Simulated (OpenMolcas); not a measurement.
A calculation on Ca.

| Quantity | Value |
| --- | --- |
| Program | OpenMolcas 26.06 |
| Method | XMS-CASPT2, IPEA 0.25 Eh, imaginary shift 0.1 Eh (closed shells correlated: 3s 3p) |
| Basis | ANO-RCC-VTZP [6s5p2d1f] |
| Scalar Hamiltonian | DKH2, point nucleus |
| Active space | 2 electrons in 8 orbitals (4s 4p 5s 5p) |
| State averaging | 2S+1 = 3 even, 3 roots; 2S+1 = 1 even, 7 roots; 2S+1 = 3 odd, 3 roots; 2S+1 = 1 odd, 3 roots |
| Spin-orbit coupling | state interaction with AMFI integrals over the reference wave functions, term energies averaged over their components |

(1) Which level of the active space comes out lowest?

(2) How high does 4s 4p ³P°₀ lie?

(3) How high does 4s 4p ³P°₂ lie?

(4) How high does 4s 4p ¹P°₁ lie?

Measured values: NIST Handbook of Basic Atomic Spectroscopic Data.

Answers

(1) 4s² ¹S₀, with 100 % of that term; it is also the measured ground level.

(2) 15160 cm⁻¹ above the lowest level; measured 15158 cm⁻¹ above the ground level, so the calculation is off by 0 %.

(3) 15270 cm⁻¹ above the lowest level; measured 15316 cm⁻¹ above the ground level, so the calculation is off by 0 %.

(4) 27030 cm⁻¹ above the lowest level; measured 23652 cm⁻¹ above the ground level, so the calculation is off by +14 %.

The run also gave levels led by 4s 5s, which use shells meant for correlation; these and all levels above them are left out. Measured partners are found by configuration, term and J. A level has none where our copy of the source lacks it or the pairing is in doubt (some pairs that miss far off the trend of their configuration count as doubtful), and it then counts in no deviation. Levels of configurations outside the active space are missing.

° marks odd parity.
